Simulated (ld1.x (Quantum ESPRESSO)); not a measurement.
## Building the PAW potential for Cd (PBEsol, scalar-relativistic).

The input file (ld1.x (Quantum ESPRESSO) 7.5):

```
&input
   title='Cd', zed=48., rel=1, dft='PBESOL', iswitch=3,
   config='[Kr] 4d9 5s0 5p0',
   nld=3, rlderiv=1.65, eminld=-12.0, emaxld=5.0, deld=0.04
 /
 &inputp
   pseudotype=3, lpaw=.true., tm=.true., lloc=-2, rcloc=1.05,
   nlcc=.true., new_core_ps=.true., rcore=1.25,
   which_augfun='BESSEL', rmatch_augfun=1.25,
   file_pseudopw='Cd.UPF', file_wfcaegen='ae.wfc', file_wfcncgen='nc.wfc', file_beta='beta', file_chi='chi', file_wfcusgen='us.wfc'
 /
6
4S  1  0   2.00   0.00  1.25  1.35  0.0
5S  2  0   0.00   0.00  1.25  1.35  0.0
4P  2  1   6.00   0.00  1.25  1.50  0.0
5P  3  1   0.00   0.00  1.25  1.50  0.0
4D  3  2   9.00   0.00  1.15  1.30  0.0
4D  3  2   0.00  -1.20  1.15  1.30  0.0
 &test
   configts(1)='4s2 4p6 4d9 5s0 5p0'
 /
```

Command:

```bash
ld1.x < Cd.in > Cd.out
```

Output (shortened: banner, matrices, multipoles, cross overlaps and the repeated all-electron block are left out):

```
Program LD1 v.7.5
     --------------------------- All-electron run ----------------------------

     Cd
     scalar relativistic calculation

     atomic number is 48.00
     dft =PBESOL   lsd =0 sic =0 latt =0  beta=0.20 tr2=1.0E-14
     Exchange-correlation= PBESOL
                           (   1   4  10   8   0   0   0)
     mesh =1239 r(mesh) =  99.86297 a.u. xmin = -7.00 dx = 0.01250
     1 Ry =  13.60569312 eV, c = 137.03599908

     n l     nl                  e(Ry)          e(Ha)          e(eV)
     1 0     1S 1( 2.00)     -1951.2041      -975.6020    -26547.4838
     2 0     2S 1( 2.00)      -291.9583      -145.9791     -3972.2950
     2 1     2P 1( 6.00)      -262.2906      -131.1453     -3568.6452
     3 0     3S 1( 2.00)       -56.5499       -28.2749      -769.4005
     3 1     3P 1( 6.00)       -46.8194       -23.4097      -637.0107
     4 0     4S 1( 2.00)       -10.3862        -5.1931      -141.3113
     4 1     4P 1( 6.00)        -7.5104        -3.7552      -102.1842
     3 2     3D 1(10.00)       -31.5810       -15.7905      -429.6816
     4 2     4D 1( 9.00)        -3.3667        -1.6833       -45.8062
     5 0     5S 1( 0.00)        -2.3622        -1.1811       -32.1398
     5 1     5P 1( 0.00)        -1.7649        -0.8824       -24.0121

     final scf error:  4.0E-16 reached in  24 iterations

     Etot =  -11179.371135 Ry,   -5589.685567 Ha, -152103.092966 eV

     Ekin =   11632.522731 Ry,    5816.261366 Ha,  158268.534527 eV
     Encl =  -26918.698360 Ry,  -13459.349180 Ha, -366247.549153 eV
     Eh   =    4408.054695 Ry,    2204.027348 Ha,   59974.639454 eV
     Exc  =    -301.250201 Ry,    -150.625101 Ha,   -4098.717794 eV

     normalization and overlap integrals

     s(1S/1S) =  1.000000  <r> =   0.0304  <r2> =    0.0013  r(max) =   0.0196
     s(2S/2S) =  1.000000  <r> =   0.1317  <r2> =    0.0204  r(max) =   0.1112
     s(2P/2P) =  1.000000  <r> =   0.1149  <r2> =    0.0161  r(max) =   0.0888
     s(3S/3S) =  1.000000  <r> =   0.3585  <r2> =    0.1470  r(max) =   0.3259
     s(3P/3P) =  1.000000  <r> =   0.3573  <r2> =    0.1482  r(max) =   0.3178
     s(4S/4S) =  1.000000  <r> =   0.8757  <r2> =    0.8682  r(max) =   0.7916
     s(4P/4P) =  1.000000  <r> =   0.9524  <r2> =    1.0369  r(max) =   0.8427
     s(3D/3D) =  1.000000  <r> =   0.3348  <r2> =    0.1334  r(max) =   0.2668
     s(4D/4D) =  1.000000  <r> =   1.1969  <r2> =    1.6943  r(max) =   0.9669
     s(5S/5S) =  1.000000  <r> =   2.2668  <r2> =    5.7598  r(max) =   2.0214
     s(5P/5P) =  1.000000  <r> =   2.6584  <r2> =    7.9363  r(max) =   2.3781

     ------------------------ End of All-electron run ------------------------

     --------------------- Generating PAW atomic setup --------------------

      Generating local potential from pseudized AE potential:
      Matching radius rcloc =   1.0500
      Enforcing V''(0)=0 (lloc=-2)

      Local pseudo, rcloc= 1.055 Estimated cut-off energy=    28.32 Ry

      Computing core charge for nlcc:

       r > 1.26 : true rho core
      Core charge pseudized with two Bessel functions
      Integrated core pseudo-charge :   0.19
      Wfc-us  4S rcutus= 1.355  Estimated cut-off energy=    29.72 Ry
      Wfc-us  5S rcutus= 1.355  Estimated cut-off energy=    59.67 Ry
      Wfc-us  4P rcutus= 1.498  Estimated cut-off energy=    38.10 Ry
      Wfc-us  5P rcutus= 1.498  Estimated cut-off energy=    70.87 Ry
      Wfc-us  4D rcutus= 1.289  Estimated cut-off energy=    69.16 Ry
      Wfc-us  4D rcutus= 1.289  Estimated cut-off energy=    78.17 Ry

     Required augmentation: BESSEL   radius:    1.250000
     Suggested rho cutoff for augmentation:  62.83 Ry

     Estimated PAW energy = -596.132663 Ryd

     ------------------- End of pseudopotential generation -------------------

     Computing logarithmic derivative in   1.64472
     Computing logarithmic derivative in   1.64472
     Computing the partial wave expansion
     R is outside the sphere for l=    0 j= 0.00
     R is outside the sphere for l=    0 j= 0.00
     R is outside the sphere for l=    1 j= 0.00
     R is outside the sphere for l=    1 j= 0.00
     R is outside the sphere for l=    2 j= 0.00
     R is outside the sphere for l=    2 j= 0.00

     ---------------------- Testing the pseudopotential ----------------------

     Cd
     scalar relativistic calculation

     atomic number is 48.00   valence charge is 20.00
     dft = SLA  PW   PSX  PSC   lsd =0 sic =0 latt =0  beta=0.20 tr2=1.0E-14
     mesh =1239 r(mesh) =  99.86297 xmin = -7.00 dx = 0.01250

     n l     nl             e AE (Ry)        e PS (Ry)    De AE-PS (Ry)
     1 0     4S   1( 2.00)      -10.38619      -10.38620        0.00002
     2 1     4P   1( 6.00)       -7.51040       -7.51041        0.00001
     3 2     4D   1( 9.00)       -3.36669       -3.36671        0.00002
     2 0     5S   1( 0.00)       -2.36223       -2.36222       -0.00000
     3 1     5P   1( 0.00)       -1.76486       -1.76485       -0.00001

     eps = 8.7E-15  iter = 84

     Etot =  -11179.371135 Ry,   -5589.685567 Ha, -152103.092966 eV
     Etotps =  -596.132780 Ry,    -298.066390 Ha,   -8110.799669 eV

     Ekin =     440.518095 Ry,     220.259047 Ha,    5993.554009 eV
     Encl =    -979.620697 Ry,    -489.810348 Ha,  -13328.418575 eV
     Ehrt =     244.220006 Ry,     122.110003 Ha,    3322.782450 eV
     Ecxc =    -301.250184 Ry,    -150.625092 Ha,   -4098.717553 eV
     (Ecc =      -0.132901 Ry,      -0.066450 Ha,      -1.808207 eV)

     ---------------------- End of pseudopotential test ----------------------
```

Generation and configuration tests took about 6.2 s on one core of a shared server CPU.

Transferability test of the new file with ld1.x, input:

```
&input
   title='Cd', zed=48., rel=1, dft='PBESOL', iswitch=2,
   config='[Kr] 4d9 5s0 5p0'
 /
 &test
   file_pseudo='Cd.UPF', nconf=8,
   configts(1)='4s2 4p6 4d9 5s0 5p0',
   configts(2)='4s2 4p6 4d10 5s2 5p0',
   configts(3)='4s2 4p6 4d10 5s1 5p0',
   configts(4)='4s2 4p6 4d10 5s0 5p0',
   configts(5)='4s2 4p6 4d10 5s0 5p1',
   configts(6)='4s2 4p6 4d9 5s2 5p1',
   configts(7)='4s2 4p6 4d8 5s0 5p0',
   configts(8)='4s2 4p6 4d10 5s1 5p1'
 /
```

```bash
ld1.x < Cd.test.in > Cd.test.out
```

Pseudopotential blocks of its output, shortened (energy terms left out; the distinct warnings before each block abridged to one line each):

```
     ---------------------- Testing the pseudopotential ----------------------

     n l     nl             e AE (Ry)        e PS (Ry)    De AE-PS (Ry)
     1 0     4S   1( 2.00)      -10.38619      -10.38620        0.00002
     2 1     4P   1( 6.00)       -7.51040       -7.51041        0.00001
     3 2     4D   1( 9.00)       -3.36669       -3.36671        0.00002
     2 0     5S   1( 0.00)       -2.36223       -2.36222       -0.00000
     3 1     5P   1( 0.00)       -1.76486       -1.76485       -0.00001

     eps = 4.7E-15  iter = 31

     Etot =  -11179.371135 Ry,   -5589.685567 Ha, -152103.092966 eV
     Etotps =  -596.132780 Ry,    -298.066390 Ha,   -8110.799669 eV

     ---------------------- End of pseudopotential test ----------------------

          ---------------------- Testing the pseudopotential ----------------------

     n l     nl             e AE (Ry)        e PS (Ry)    De AE-PS (Ry)
     1 0     4S   1( 2.00)       -7.77674       -7.77994        0.00320
     2 1     4P   1( 6.00)       -4.91654       -4.91727        0.00073
     3 2     4D   1(10.00)       -0.86209       -0.86189       -0.00021
     2 0     5S   1( 2.00)       -0.41891       -0.41948        0.00056
     3 1     5P   1( 0.00)       -0.08400       -0.08378       -0.00022

     eps = 9.0E-15  iter = 93

     Etot =  -11184.104612 Ry,   -5592.052306 Ha, -152167.495206 eV
     Etotps =  -600.868083 Ry,    -300.434042 Ha,   -8175.226749 eV
     dEtot_ae =      -4.733477 Ry
     dEtot_ps =      -4.735303 Ry,   Delta E=       0.001826 Ry

     ---------------------- End of pseudopotential test ----------------------

          ---------------------- Testing the pseudopotential ----------------------

     n l     nl             e AE (Ry)        e PS (Ry)    De AE-PS (Ry)
     1 0     4S   1( 2.00)       -8.42722       -8.42924        0.00202
     2 1     4P   1( 6.00)       -5.56824       -5.56886        0.00062
     3 2     4D   1(10.00)       -1.50830       -1.50838        0.00009
     2 0     5S   1( 1.00)       -0.96115       -0.96174        0.00059
     3 1     5P   1( 0.00)       -0.53706       -0.53699       -0.00007

     eps = 3.9E-15  iter =174

     Etot =  -11183.420454 Ry,   -5591.710227 Ha, -152158.186757 eV
     Etotps =  -600.183153 Ry,    -300.091576 Ha,   -8165.907792 eV
     dEtot_ae =      -4.049319 Ry
     dEtot_ps =      -4.050372 Ry,   Delta E=       0.001053 Ry

     ---------------------- End of pseudopotential test ----------------------

          ---------------------- Testing the pseudopotential ----------------------

     n l     nl             e AE (Ry)        e PS (Ry)    De AE-PS (Ry)
     1 0     4S   1( 2.00)       -9.16611       -9.16601       -0.00009
     2 1     4P   1( 6.00)       -6.30797       -6.30798        0.00000
     3 2     4D   1(10.00)       -2.23716       -2.23722        0.00006
     2 0     5S   1( 0.00)       -1.56003       -1.56013        0.00010
     3 1     5P   1( 0.00)       -1.06064       -1.06058       -0.00006

     eps = 7.3E-15  iter = 36

     Etot =  -11182.163933 Ry,   -5591.081966 Ha, -152141.090921 eV
     Etotps =  -598.925972 Ry,    -299.462986 Ha,   -8148.802976 eV
     dEtot_ae =      -2.792798 Ry
     dEtot_ps =      -2.793192 Ry,   Delta E=       0.000393 Ry

     ---------------------- End of pseudopotential test ----------------------

          ---------------------- Testing the pseudopotential ----------------------

     n l     nl             e AE (Ry)        e PS (Ry)    De AE-PS (Ry)
     1 0     4S   1( 2.00)       -8.54768       -8.54767       -0.00001
     2 1     4P   1( 6.00)       -5.68887       -5.68884       -0.00003
     3 2     4D   1(10.00)       -1.62350       -1.62352        0.00002
     2 0     5S   1( 0.00)       -1.03614       -1.03632        0.00018
     3 1     5P   1( 1.00)       -0.60057       -0.60052       -0.00005

     eps = 9.1E-15  iter = 69

     Etot =  -11182.990587 Ry,   -5591.495293 Ha, -152152.338119 eV
     Etotps =  -599.752750 Ry,    -299.876375 Ha,   -8160.051868 eV
     dEtot_ae =      -3.619452 Ry
     dEtot_ps =      -3.619970 Ry,   Delta E=       0.000518 Ry

     ---------------------- End of pseudopotential test ----------------------

          ---------------------- Testing the pseudopotential ----------------------

     n l     nl             e AE (Ry)        e PS (Ry)    De AE-PS (Ry)
     1 0     4S   1( 2.00)       -8.25650       -8.26052        0.00402
     2 1     4P   1( 6.00)       -5.38167       -5.38259        0.00092
     3 2     4D   1( 9.00)       -1.26651       -1.26634       -0.00017
     2 0     5S   1( 2.00)       -0.59112       -0.59189        0.00076
     3 1     5P   1( 1.00)       -0.18571       -0.18558       -0.00013

     eps = 6.0E-15  iter =155

     Etot =  -11183.175130 Ry,   -5591.587565 Ha, -152154.848960 eV
     Etotps =  -599.938579 Ry,    -299.969290 Ha,   -8162.580202 eV
     dEtot_ae =      -3.803995 Ry
     dEtot_ps =      -3.805799 Ry,   Delta E=       0.001804 Ry

     ---------------------- End of pseudopotential test ----------------------

          ---------------------- Testing the pseudopotential ----------------------

     n l     nl             e AE (Ry)        e PS (Ry)    De AE-PS (Ry)
     1 0     4S   1( 2.00)      -11.71190      -11.71198        0.00008
     2 1     4P   1( 6.00)       -8.81390       -8.81402        0.00012
     3 2     4D   1( 8.00)       -4.59324       -4.59332        0.00008
     2 0     5S   1( 0.00)       -3.23486       -3.23521        0.00035
     3 1     5P   1( 0.00)       -2.54879       -2.54875       -0.00004

     eps = 6.7E-15  iter =121

     Etot =  -11175.399235 Ry,   -5587.699617 Ha, -152049.052515 eV
     Etotps =  -592.160259 Ry,    -296.080130 Ha,   -8056.750769 eV
     dEtot_ae =       3.971900 Ry
     dEtot_ps =       3.972521 Ry,   Delta E=      -0.000621 Ry

     ---------------------- End of pseudopotential test ----------------------

          Warning: convergence not achieved
     ---------------------- Testing the pseudopotential ----------------------

     n l     nl             e AE (Ry)        e PS (Ry)    De AE-PS (Ry)
     1 0     4S   1( 2.00)       -7.92189       -7.92369        0.00180
     2 1     4P   1( 6.00)       -5.06223       -5.06274        0.00051
     3 2     4D   1(10.00)       -1.00344       -1.00348        0.00004
     2 0     5S   1( 1.00)       -0.51209       -0.51260        0.00051
     3 1     5P   1( 1.00)       -0.15234       -0.15228       -0.00006

     eps = 7.6E-14  iter =201

     Etot =  -11183.757014 Ry,   -5591.878507 Ha, -152162.765894 eV
     Etotps =  -600.519712 Ry,    -300.259856 Ha,   -8170.486913 eV
     dEtot_ae =      -4.385879 Ry
     dEtot_ps =      -4.386932 Ry,   Delta E=       0.001052 Ry

     ---------------------- End of pseudopotential test ----------------------
```
